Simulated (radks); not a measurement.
Results of a calculation; reference values are marked as such.
Ionisation of Re3+, [Xe] 4f14 5d4, to Re4+, [Xe] 4f14 5d3, under several functionals. Scalar-relativistic Kohn-Sham, spin-polarised, spherical densities, finite nucleus; open shells are filled with parallel spins first (spin-orbit coupling, left out, can overturn this in heavy ions); a radial shooting solver on a logarithmic mesh with Libxc functionals.

| functional | E(Re3+) (hartree) | Exc (hartree) | IE (eV) | -e(HOMO) (eV) | <r> HOMO (bohr) | IE error (eV) |
|---|---|---|---|---|---|---|
| LDA (Slater exchange, VWN5 correlation) | -16677.9805 | -320.0054 | 40.723 | 34.472 | 1.672 | +1.623 |
| exchange-only LDA | -16670.3593 | -312.3058 | 39.521 | 33.339 | 1.688 | +0.421 |
| r2SCAN | -16689.4689 | -330.2448 | 40.764 | 34.566 | 1.658 | +1.664 |
| XLYP | -16689.5158 | -331.5091 | 40.301 | 34.036 | 1.676 | +1.201 |
| LDA (Slater exchange, Perdew-Zunger correlation) | -16677.9503 | -319.9746 | 40.670 | 34.421 | 1.673 | +1.570 |
| BLYP | -16688.5608 | -330.5543 | 40.280 | 34.016 | 1.675 | +1.180 |
| SCAN | -16690.1297 | -331.0133 | 40.714 | 34.518 | 1.662 | +1.614 |
| LDA (Slater exchange, Perdew-Wang correlation) | -16677.9487 | -319.9732 | 40.714 | 34.463 | 1.672 | +1.614 |
| AM05 | -16678.3661 | -320.4038 | 40.553 | 34.310 | 1.668 | +1.453 |
| exchange-only B88 | -16684.6427 | -326.6051 | 39.611 | 33.425 | 1.686 | +0.511 |
| revPBE | -16687.9834 | -330.0080 | 40.498 | 34.261 | 1.668 | +1.398 |

NIST Atomic Spectra Database: 39 eV (theoretical). Closest: exchange-only LDA. The Delta-SCF values span 1.24 eV, the total energies 19.77 hartree. The highest occupied level is 5d. Open shells are spherical and high-spin; term and fine-structure splittings are not resolved. Spin-orbit splitting is averaged out at the scalar-relativistic level.
